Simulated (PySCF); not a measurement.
## Polarisability and C₆ of Te+ (tellurium, charge +1)

[Kr] 4d10 5s2 5p3, high-spin 4S determinant. Calculation: PySCF 2.14, in def2-QZVPPD with the def2 core potential (28 electrons); scalar relativity through the core potential. Coupled (time-dependent) response in atomic units; α is the mean over directions.

```csv
method,mean α (bohr³),C₆ (like pair),S(−4)
UHF,22.36,190.9,104.6
PBE,22.55,191.8,110.6
PBE0,22.21,188.7,104.8
B97-3,22.11,187.7,103.1
```

S(−4) is the Cauchy moment in α(ω) = α(0) + S(−4) ω² + …

α(iu) at PBE0:

| u (hartree) | α(iu) (bohr³) |
| --- | --- |
| 0 | 22.21 |
| 0.0500 | 21.96 |
| 0.100 | 21.22 |
| 0.200 | 18.77 |
| 0.300 | 15.86 |
| 0.500 | 10.89 |
| 0.750 | 7.103 |
| 1.00 | 5.011 |
| 1.50 | 2.989 |
| 2.00 | 2.059 |
| 3.00 | 1.198 |
| 5.00 | 0.5651 |

A single London oscillator, α(iu) = α/(1 + u²/ω²), gives C₆ = (3/4) ω α². Matching the computed C₆ needs ω = 4 × 188.7 / (3 × 22.21²) = 0.510 hartree.

For an ion, C₆ is the dispersion term alone; charge-induced terms of lower order in 1/R come first.

Energies and moments cover only the electrons outside the core potential.
